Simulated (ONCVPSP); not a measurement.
**thallium: one change to an ONCV potential, before and after**

- Element: Tl (Z = 81)
- Generator: ONCVPSP 4.0.1
- Type: optimised norm-conserving Vanderbilt (ONCV)
- Functional: PBEsol
- Relativity: scalar-relativistic
- Frozen core: [Kr] 4d10 4f14
- Valence charge: 21
- Reference configuration: 5s2 5p6 5d10 6s1 (charge +2)
- Partial waves: 5s+6s: rc 1.25 bohr, ncon 4, nbas 7, qcut 9.3 1/bohr, 3 projectors, debl 2.6 Ha; 5p: rc 1.60 bohr, ncon 3, nbas 6, qcut 7.5 1/bohr, 2 projectors, debl 3.1 Ha; 5d: rc 1.20 bohr, ncon 4, nbas 8, qcut 7.6 1/bohr, 1 projector
- Local potential: polynomial inside 1.15 bohr (lpopt 5, dvloc0 1 Ha)
- Core correction: Teter function, fcfact 3.75, rcfact 1.4

In the p channel the program set the typed energies aside and used -3.456, 0.250 Ha.

All-electron outer shells of the reference configuration (PBEsol, scalar-relativistic, ld1.x):

```tsv
shell	level (eV)	outermost node (bohr)	outermost maximum (bohr)
5s	-148.97	0.46	0.80
4f	-132.01	–	0.36
5p	-94.03	0.50	0.91
5d	-33.19	0.53	1.11
6s	-25.42	1.04	2.00
```

Change: d: nproj 0; local potential the d channel.

Cutoffs: the cutoffs (Ha) at which the residual kinetic energy of the hardest occupied pseudo-wave falls to 1 and 0.1 mHa per electron; they do not see the model core or the augmentation charge, which bear on the density cutoff. Errors are all-electron minus pseudo energies relative to the spin-unpolarised reference configuration.

What does the change do?

The potential gets neither clearly harder nor softer (36 Ha and 60 Ha → 36 Ha and 60 Ha); of the 4 tests that both files solve, the error grows in 0 and shrinks in 2 by more than 15 % and 0.3 meV (median size 7.8 → 5.6 meV); neither file shows a bound ghost.

```csv
quantity,base,changed
"cutoff, loose",36 Ha,36 Ha
"cutoff, tight",60 Ha,60 Ha
bound ghosts,none,none
GHOST(+) flags under 300 eV,none,none
"error for 5s2 5p6 5d10 6s2 6p1, meV [ΔE -25.99 eV]",+8.2,+4.7
"error for 5s2 5p6 5d10 6s2, meV [ΔE -20.84 eV]",+5.9,+5.9
"error for 5s2 5p6 5d10 6s0, meV [ΔE 30.16 eV]",-11,-11
"error for 5s2 5p6 5d10 6s2 6p0.5, meV [ΔE -24.14 eV]",+7.3,+5.3
s: phases at 1.27 bohr within 0.05 rad from the reference energy up to (Ha; the scan ends near 5),to the end of the scan,to the end of the scan
p: phases at 1.62 bohr within 0.05 rad from the reference energy up to (Ha; the scan ends near 5),to the end of the scan,to the end of the scan
d: phases at 1.22 bohr within 0.05 rad from the reference energy up to (Ha; the scan ends near 5),5.0,to the end of the scan
"rms error of d²Exc/dni dnj with the model core, mHa",0.50,0.50
```
